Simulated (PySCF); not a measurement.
Delta-SCF ions had no search for a lower state. Excitations are Tamm–Dancoff values on a coarser integration grid. The basis has no diffuse functions, so Rydberg states are missing or too high.

## C$_{3}$H$_{6}$O, SMILES `OC1CC1` (H–O–C–C torsion 37°) (charge 0, multiplicity 1)

The numbers are results of M06-2X/def2-TZVP // B3LYP-D3(BJ)/def2-TZVP run with PySCF, not measurements.

```
Item                                                    Result
--------------------------------------  ----------------------
HOMO                                                  -8.55 eV
dipole moment                                           1.60 D
LUMO                                                   1.76 eV
HOMO–LUMO gap                                         10.31 eV
S1 excitation (TDA)                                    6.90 eV
S1 oscillator strength                                   0.007
T1 excitation (TDA)                                    6.66 eV
S1–T1 gap (TDA)                                        0.24 eV
vertical ionisation energy (Delta-SCF)                 9.74 eV
total energy                                       -5254.48 eV
cost                                    roughly 7 core-minutes
```

```xyz
10

O      1.7597    -0.4033     0.1005
C      0.4930    -0.0100     0.5563
C     -0.7653    -0.6092     0.0142
C     -0.4163     0.8435    -0.2690
H      1.7161    -0.5773    -0.8459
H      0.5446     0.1847     1.6188
H     -0.6693    -1.3090    -0.8069
H     -1.5792    -0.8298     0.6921
H     -0.0936     1.0866    -1.2740
H     -0.9897     1.6237     0.2138
```
